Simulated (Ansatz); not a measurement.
`[BH2][Ga]([BH2])[F]` + `BNC` → `BN(B)C` + `[BH2][GaH][F]` at 400 K and 1 bar (cleavage of the B–Ga bond).

Calculated with Ansatz (gas phase, PBE0-D4/def2-TZVP geometries, no zero-point term in ΔE). CCSD(T)/CBS adds triple-zeta CCSD(T) − MP2 to the extrapolated MP2 energy (def2 sets, frozen cores). This one scheme is used for every species. For Ga outer-core shells are correlated without core-valence functions, which leaves a few kJ/mol of doubt a bond. Scalar relativity is left out up to krypton.

```json
{"species": "`[BH2][Ga]([BH2])[F]`", "CCSD(T)/CBS energy (Eh)": "-2075.69014", "H − E (kJ/mol)": "140.3", "S (J/(mol·K))": "371.9"}
{"species": "`BNC`", "CCSD(T)/CBS energy (Eh)": "-121.18426", "H − E (kJ/mol)": "222.8", "S (J/(mol·K))": "289.6"}
{"species": "`BN(B)C`", "CCSD(T)/CBS energy (Eh)": "-146.59307", "H − E (kJ/mol)": "258.1", "S (J/(mol·K))": "335.0"}
{"species": "`[BH2][GaH][F]`", "CCSD(T)/CBS energy (Eh)": "-2050.32373", "H − E (kJ/mol)": "98.3", "S (J/(mol·K))": "325.7"}
```

H − E and S are ideal-gas, rigid-rotor, harmonic terms from PBE0-D4/def2-TZVP. 1 Eh = 2625.50 kJ/mol, R = 8.31446 J/(mol·K).

By hand: ΔE, ΔH, ΔS and ΔG.

ΔE = (-146.59307) + (-2050.32373) − (-2075.69014) − (-121.18426) = -0.04240 Eh = -111.3 kJ/mol. Δ(H − E) = 258.1 + 98.3 − 140.3 − 222.8 = -6.7, so ΔH = -118.0 kJ/mol. ΔS = 335.0 + 325.7 − 371.9 − 289.6 = -0.8 J/(mol·K). ΔG = -118.0 − 400 × (-0.8)/1000 = -117.7 kJ/mol.

By hand: the equilibrium constant, and the temperature at which ΔG would vanish if ΔH and ΔS stayed fixed.

log₁₀ K = −ΔG/(RT ln 10) = 15.4. ΔG = 0 at ΔH/ΔS = 147500 K, far beyond where these terms or the molecules hold.

The number of gas molecules stays the same, so ΔS is small and ΔH decides. A doubt of 5 kJ/mol in ΔE shifts log₁₀ K by 0.7 here. Modes under 60 cm⁻¹, often nearly free rotors, make the harmonic entropy too high. These are equilibria of isolated gas molecules and say nothing of rates. Largest T1 diagnostic: 0.014 (customary marks: 0.02 for closed shells, 0.045 for open ones).
